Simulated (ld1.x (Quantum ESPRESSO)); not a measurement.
## u(r) = r·R(r): atom against pseudo-atom (gallium (Ga))

Columns: radius, all-electron u(r) and pseudo u(r) of the 3d shell (level -22.99 eV) of gallium in the configuration [Ar] 3d10 4s2 4p0.5; PBE, scalar-relativistic, ultrasoft scheme, ld1.x (Quantum ESPRESSO) 7.5.

```
r (bohr)  all-electron  pseudo
   0.110        0.1752  0.0188
   0.220        0.5813  0.1334
   0.330        0.9017  0.3677
   0.440        1.0623  0.6560
   0.550        1.0963  0.8896
   0.660        1.0545  0.9931
   0.770        0.9757  0.9700
   0.880        0.8828  0.8831
   0.990        0.7882  0.7882
   1.100        0.6981  0.6981
   1.210        0.6152  0.6152
   1.320        0.5404  0.5404
   1.430        0.4738  0.4738
   1.540        0.4150  0.4150
   1.650        0.3632  0.3632
   1.760        0.3177  0.3177
   1.870        0.2778  0.2778
   1.980        0.2430  0.2430
   2.090        0.2124  0.2124
   2.200        0.1857  0.1857
   2.310        0.1623  0.1623
   2.420        0.1418  0.1418
   2.530        0.1238  0.1238
   2.640        0.1082  0.1082
   2.750        0.0944  0.0944
   2.860        0.0824  0.0824
```

Problem. How many radial nodes do the two functions have?

Solution. The all-electron 3d function has n − l − 1 = 0; the pseudo-wave has 0.

Problem. At about which radius was the pseudo-wave matched?

Solution. 0.95 bohr, where the columns begin to agree (steps of 0.11 bohr).

Problem. Where does each function peak?

Solution. Outermost all-electron maximum near 0.55 bohr, pseudo maximum near 0.66 bohr (to the table’s step).

Problem. Is the pseudo-wave norm-conserving?

Solution. No, it belongs to an ultrasoft set: the norm inside the radius is not constrained, and the difference is carried by the augmentation charge.
